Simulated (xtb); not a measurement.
AlF2, doublet, geometry from GFN2-xTB (such geometries of metal compounds can be far from the true shape) (the spin is typed, not shown lowest); GFN1-xTB with ALPB(methanol) in xtb.

xtb was given this input:
```
$ xtb mol.xyz --gfn 1 --uhf 1 --alpb methanol --json

# file mol.xyz
3

Al     0.30691416     0.12978758     0.10495073
F     -0.37803201     1.08352591    -1.07437289
F     -0.06528844    -1.27099685     0.92277739
```

**Question.** Predict the main parts of the log of this xtb run.

**Answer.** 
```
   ID    Z sym.   atoms
    1   13 Al     1
    2    9 F      2, 3

           -------------------------------------------------
          |                Calculation Setup                |
           -------------------------------------------------

           -------------------------------------------------
          |                 G F N 1 - x T B                 |
           -------------------------------------------------

      * Solvation model:               ALPB
        Solvent                        methanol
        Parameter file                 internal GFN1-xTB/ALPB
        Dielectric constant                3.2700E+01
        Reference state                gsolv [1 M gas/solution]
        Free energy shift                  4.3754E-03 Eh       2.7456E+00 kcal/mol
        Temperature                        2.9815E+02 K
        Density                            7.9200E-01 kg/L
        Solvent mass                       3.2040E+01 g/mol
        Interaction kernel             P16
        Born radius scaling (c1)           1.7266E+00
        Born radii integrator          GBOBC
        Born offset                        0.0000E+00 a0       0.0000E+00 AA
        H-bond correction              true
        Ion screening                  false
        Surface tension                    1.0000E-05 Eh       1.5569E+01 dyn/cm
        Grid points                               230 per atom

          ...................................................
          :                      SETUP                      :
          :.................................................:
          :  # basis functions                  18          :
          :  # atomic orbitals                  17          :
          :  # shells                            7          :
          :  # electrons                        17          :
          :  # halogen bonds                     0          :
          :  max. iterations                   250          :
          :  Hamiltonian                  GFN1-xTB          :
          :  restarted?                      false          :
          :  GBSA solvation                   true          :
          :  PC potential                    false          :
          :  electronic temp.          300.0000000     K    :
          :  accuracy                    1.0000000          :
          :  -> integral cutoff          0.2500000E+02      :
          :  -> integral neglect         0.1000000E-07      :
[...]
         :: total energy             -11.667485884085 Eh    ::
[...]
         4        2.0000           -0.5454242             -14.8417
         5        2.0000           -0.5451646             -14.8347
         6        2.0000           -0.5435742             -14.7914
         7        2.0000           -0.5369430             -14.6110
         8        2.0000           -0.5314292             -14.4609
         9        1.0000           -0.4211882             -11.4611 (HOMO)
        10                         -0.1298545              -3.5335 (LUMO)
        11                         -0.1149594              -3.1282
        12                         -0.0797695              -2.1706
        13                         -0.0499151              -1.3583
        14                         -0.0489936              -1.3332
        15                         -0.0369402              -1.0052
        16                          0.0842379               2.2922
        17                          0.4622913              12.5796
      -------------------------------------------------------------
                  HL-Gap            0.2913337 Eh            7.9276 eV
             Fermi-level           -0.3759150 Eh          -10.2292 eV

  Mulliken/CM5 charges         n(s)   n(p)   n(d)
     1Al    0.63682  0.60685   1.312  0.715  0.336
     2F    -0.31841 -0.30343   1.788  5.531  0.000
     3F    -0.31841 -0.30343   1.788  5.531  0.000

Wiberg/Mayer (AO) data.
largest (>0.10) Wiberg bond orders for each atom

 ---------------------------------------------------------------------------
     #   Z sym  total        # sym  WBO       # sym  WBO       # sym  WBO
 ---------------------------------------------------------------------------
     1  13 Al   2.255 --     2 F    1.127     3 F    1.127
     2   9 F    1.182 --     1 Al   1.127
     3   9 F    1.182 --     1 Al   1.127
 ---------------------------------------------------------------------------

Topologies differ in total number of bonds
Writing topology from bond orders to xtbtopo.mol

 dipole moment from electron density (au)
     X       Y       Z
   0.7608   0.3217   0.2602  total (Debye):    2.201

           -------------------------------------------------
          | TOTAL ENERGY              -11.667485884085 Eh   |
          | GRADIENT NORM               0.030799964287 Eh/α |
          | HOMO-LUMO GAP               7.927592523432 eV   |
           -------------------------------------------------

normal termination of xtb
```
